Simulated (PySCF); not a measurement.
AlBr3.
Geometry (PBE0-D3(BJ)/def2-SVP, Å), atoms numbered from 1 in this order:
```xyz
4
AlBr3 angstrom
Al    -0.005   -0.002   -0.001
Br     2.227   -0.031    0.016
Br    -1.078    1.957   -0.024
Br    -1.145   -1.924    0.008
```

Method: PBE0-D3(BJ)/def2-SVP geometry optimisation, gas phase in PySCF.

Q: Which atoms are bound to Al1, and at what distances?

A: 3 atoms: Br2 2.232 Å, Br3 2.234 Å, Br4 2.234 Å.

Q: List the angles at Al1.

A: 
| angle | degrees | distance of the outer atoms (Å) |
| --- | --- | --- |
| Br3–Al1–Br4 | 120.6 | 3.88 |
| Br2–Al1–Br4 | 119.9 | 3.87 |
| Br2–Al1–Br3 | 119.4 | 3.86 |

Q: What is the shape at Al1?

A: Planar: angles 120.6°, 119.9° and 119.4°, sum 360.0°, 0.00 Å off the plane of its three neighbours. Differences among atoms that D3h makes equivalent are scatter left by the optimiser.

Point group: D3h (tolerance 0.08 Å). Charge 0, singlet. Stationary, but not proved a minimum.
